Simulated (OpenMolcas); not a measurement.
# Zn+: effect of the basis set

| Quantity | Value |
| --- | --- |
| Program | OpenMolcas 26.06 |
| Method | CASSCF |
| Active space | 1 electron in 4 orbitals (4s 4p) |
| State averaging | 2S+1 = 2 even, 1 root; 2S+1 = 2 odd, 3 roots |
| Spin-orbit coupling | RASSI with atomic mean-field integrals over the reference wave functions, term energies averaged over their components |

A. ANO-R1 [5s4p2d1f], X2C, finite nucleus; cost of the order of 6 core-seconds
B. ANO-RCC-VTZP [6s5p3d2f1g], DKH2, point nucleus; cost of the order of 7 core-seconds
C. ANO-L-VTZP [6s5p3d2f1g], non-relativistic, point nucleus; cost about 4 core-seconds
D. ANO-R2 [6s5p4d2f1g], X2C, finite nucleus; cost roughly 6 core-seconds
E. ANO-RCC-VQZP [7s6p4d3f2g1h], DKH2, point nucleus; cost about 13 core-seconds
F. ANO-R3 [7s5p5d3f2g1h], X2C, finite nucleus; cost of the order of 14 core-seconds

Energies in cm-1 above 4s 2S 1/2, the measured ground level; measured values from NIST Handbook of Basic Atomic Spectroscopic Data.

```csv
Level,A,B,C,D,E,F,Measured
4s 2S 1/2,0.0,0.0,0.0,0.0,0.0,0.0,0.0
4p 2P* 1/2,66220,45503,43548,66459,45290,66472,48481
4p 2P* 3/2,67604,46157,44216,67834,45981,67847,49355
```

Deviations, from unrounded energies. A percentage is the sum of absolute deviations over the sum of measured energies, with the sign that they share, or ± where signs differ.

```csv
Against measurement,Levels,A,B,C,D,E,F
mean absolute deviation (cm-1),2,18000,3100,5000,18000,3300,18000
other configurations (%),2,+36.8,-6.3,-10.3,+37.3,-6.7,+37.3
```

B lies closest to measurement on these levels and F furthest from it. The largest miss of B in the table is 4p 2P* 3/2, by -3200 cm-1. The ranking rests on the paired levels alone, and a cruder setting can come out closer through cancelling errors.

Among A to F the level of the table that moves most is 4p 2P* 3/2, by 24000 cm-1 (lowest in C, highest in F).

With one active electron the reference holds no correlation, so core polarisation is missing. The ANO-R sets hold no well-fitted valence p shell for this element, so s → p excitations can come out far too high (holds for A; D; F). Measured partners are found by configuration, term and J. A level has none where our copy of the source lacks it or the pairing is in doubt (some pairs that miss far off the trend of their configuration count as doubtful), and it then counts in no deviation. Levels of configurations outside the active space are missing.

* marks odd parity.
